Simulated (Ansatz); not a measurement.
Reaction (isomerisation): `CC(C)BO` → `BCC(C)O`

Computed with Ansatz on PBE0-D4/def2-TZVP structures; ΔE is electronic, products minus reactants. CCSD(T)/CBS adds triple-zeta CCSD(T) − MP2 to the extrapolated MP2 energy (def2 sets, frozen cores). Functionals use def2-TZVPP. B3LYP here is the variant with VWN-RPA as its local correlation; programs differ in this. One conformer a species, not always the lowest.

| level | ΔE (kJ/mol) |
| --- | --- |
| B2PLYP | 208.8 |
| B3LYP | 206.5 |

What does CCSD(T)/CBS give? (Best estimate.)

Ansatz gave: +206.8 kJ/mol. The listed levels differ from it by 2.0, -0.3 kJ/mol.

Largest T1 diagnostic among the species: 0.011.

In def2-TZVPP, CCSD(T) changes the Hartree–Fock value by +10.8 kJ/mol (the triples alone add +1.5 kJ/mol) and MP2 by +16.3 kJ/mol.
